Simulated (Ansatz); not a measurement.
Consider the cleavage of the Si–Al bond: `C=[CH][Al]([CH3])[SiH3]` + `S[SiH2]S` → `[SiH3]S[SiH2]S` + `C=[CH][AlH][CH3]`.

Isolated molecules relaxed with PBE0-D4/def2-TZVP in Ansatz; ΔE leaves out vibrations. CCSD(T)/CBS is the MP2 limit (def2-TZVPP, def2-QZVPP) plus CCSD(T) − MP2 in def2-TZVPP, frozen cores. Functionals use def2-TZVPP. B3LYP here is the variant with VWN-RPA as its local correlation; programs differ in this. Each species was taken in one conformer, which may not be the lowest.

| level | ΔE (kJ/mol) |
| --- | --- |
| r2SCAN-D4 | -52.3 |
| B3LYP-D4 | -54.0 |
| r2SCAN | -51.5 |
| MP2/CBS(def2) | -68.0 |

Task: What does CCSD(T)/CBS give? (Estimate.)

Result: Ansatz gave: -55.3 kJ/mol. The listed levels differ from it by 3.0, 1.3, 3.8, -12.7 kJ/mol.

Largest T1 diagnostic among the species: 0.012.

From PBE to PBE0 (25 % exact exchange), in def2-TZVPP and without D4, ΔE moves by −4.6 kJ/mol. The D4 term adds −7.7 kJ/mol with B3LYP and −3.8 kJ/mol with PBE0; it sums over pairs of atoms, weighted by their polarisabilities, and B3LYP, whose exchange is more repulsive, gets the larger term.
